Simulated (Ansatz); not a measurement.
Mulliken charges of C₂H₆GeSi, SMILES `[SiH3]C#[C][GeH3]` from PBE/def2-TZVPP in Ansatz (PBE0-D4/def2-TZVP geometry).

| atom | x (Å) | y (Å) | z (Å) | charge (e) |
| --- | --- | --- | --- | --- |
| Si1 | -1.195 | 1.664 | -1.347 | 0.260 |
| C2 | -0.307 | 0.425 | -0.347 | -0.292 |
| C3 | 0.286 | -0.399 | 0.317 | 0.000 |
| Ge4 | 1.221 | -1.687 | 1.357 | 0.135 |
| H5 | -2.005 | 0.974 | -2.381 | -0.043 |
| H6 | -2.086 | 2.461 | -0.467 | -0.043 |
| H7 | -0.213 | 2.562 | -2.003 | -0.043 |
| H8 | 0.756 | -3.086 | 0.937 | 0.009 |
| H9 | 0.905 | -1.443 | 2.837 | 0.009 |
| H10 | 2.723 | -1.524 | 1.098 | 0.009 |

Problem. By hand: the dipole of these point charges (1 e Å = 4.8032 D).

Solution. Σ q r = (0.168, -0.232, 0.187) e Å, of length 0.342 e Å = 1.64 D.

Problem. How does the dipole of the full density compare? (Best estimate.)

Solution. The calculation gave: (0.057, -0.077, 0.062) e Å, 0.55 D; the point charges give 2.98 times that, at 1° from its direction.

Point charges leave out the atoms' own dipoles, such as those of lone pairs, and Mulliken's split depends on the basis, so the two needn't agree.
